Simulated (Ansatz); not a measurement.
C$_{2}$H$_{6}$BClO. The species carries charge 0 and has multiplicity 1. The bonds changed during the relaxation, so this is another structure than the one it started from. The geometry is a stationary point of PBE0-D4/def2-TZVP. It is one conformer, not always the lowest.

```xyz
11

B     1.147    0.930    0.425
C    -0.112    0.270   -0.239
C    -0.843   -0.883    0.340
O    -0.576    0.753   -1.355
Cl    2.061   -0.519   -0.505
H     1.231    0.754    1.609
H     1.475    1.987   -0.029
H    -0.228   -1.408    1.065
H    -1.203   -1.583   -0.421
H    -1.713   -0.466    0.864
H    -1.236    0.166   -1.754
```

Problem. What is the dipole moment at PBE/def2-TZVPP? (Estimate.)

Solution. The calculation gave: 5.29 D, with components (-4.85, -1.89, -0.96) D in this frame, pointing from negative to positive charge.

Problem. And with r2SCAN, B3LYP, ωB97M-V? (Estimate.)

Solution. Computed: r2SCAN 5.44 D, B3LYP 5.47 D, ωB97M-V 5.65 D.

Problem. Give the Mulliken charges with PBE, B3LYP, r2SCAN in def2-TZVPP. (An estimate is asked.)

Solution. Ansatz gave: 
```tsv
atom	PBE	B3LYP	r2SCAN
B1	-0.19	-0.16	-0.10
C2	0.25	0.29	0.29
C3	-0.23	-0.23	-0.13
O4	-0.13	-0.16	-0.19
Cl5	-0.21	-0.26	-0.24
H6	-0.02	-0.01	-0.04
H7	-0.01	0.00	-0.03
H8	0.12	0.13	0.08
H9	0.08	0.08	0.05
H10	0.12	0.12	0.09
H11	0.20	0.20	0.22
```

B3LYP here is the variant with VWN-RPA as its local correlation; programs differ in this.
